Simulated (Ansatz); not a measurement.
`[OH][SnH]([Cl])[Br]` + H₂O → `[OH][SnH]([OH])[Cl]` + HBr at 298.15 K and 1 bar (formal hydrolysis of the Sn–Br bond).

Isolated molecules relaxed with PBE0-D4/def2-TZVP in Ansatz; ΔE leaves out vibrations. CCSD(T)/CBS is the MP2 limit (def2-TZVPP, def2-QZVPP) plus CCSD(T) − MP2 in def2-TZVPP, frozen cores. This one scheme is used for every species. Elements past krypton have def2 core potentials. For Br, Sn outer-core shells are correlated without core-valence functions, which leaves a few kJ/mol of doubt a bond. Scalar relativity is left out up to krypton. One conformer a species, not always the lowest.

```tsv
species	CCSD(T)/CBS energy (Eh)	H − E (kJ/mol)	S (J/(mol·K))
`[OH][SnH]([Cl])[Br]`	-3323.61080	78.6	367.1
H₂O	-76.37941	66.4	188.7
`[OH][SnH]([OH])[Cl]`	-826.04070	111.3	355.0
HBr	-2573.91920	24.6	198.6
```

H − E and S are ideal-gas, rigid-rotor, harmonic terms from PBE0-D4/def2-TZVP, for one conformer and one mirror image of each species. 1 Eh = 2625.50 kJ/mol, R = 8.31446 J/(mol·K).

**Question.** By hand: ΔE, ΔH, ΔS and ΔG.

**Answer.** ΔE = (-826.04070) + (-2573.91920) − (-3323.61080) − (-76.37941) = 0.03031 Eh = 79.6 kJ/mol. Δ(H − E) = 111.3 + 24.6 − 78.6 − 66.4 = -9.1, so ΔH = 70.5 kJ/mol. ΔS = 355.0 + 198.6 − 367.1 − 188.7 = -2.2 J/(mol·K). ΔG = 70.5 − 298.15 × (-2.2)/1000 = 71.2 kJ/mol.

**Question.** By hand: the equilibrium constant, and the temperature at which ΔG would vanish if ΔH and ΔS stayed fixed.

**Answer.** log₁₀ K = −ΔG/(RT ln 10) = -12.5. ΔH and −TΔS have one sign here, so there is no such temperature.

The number of gas molecules stays the same, so ΔS is small and ΔH decides. A doubt of 5 kJ/mol in ΔE shifts log₁₀ K by 0.9 here. Other conformers and mirror images would add mixing entropy, several J/(mol·K) or more a flexible species. These are equilibria of isolated gas molecules and say nothing of rates. Largest T1 diagnostic: 0.013 (customary marks: 0.02 for closed shells, 0.045 for open ones).

ΔS is within the doubt of such terms, so its sign, and with it that verdict, could turn.
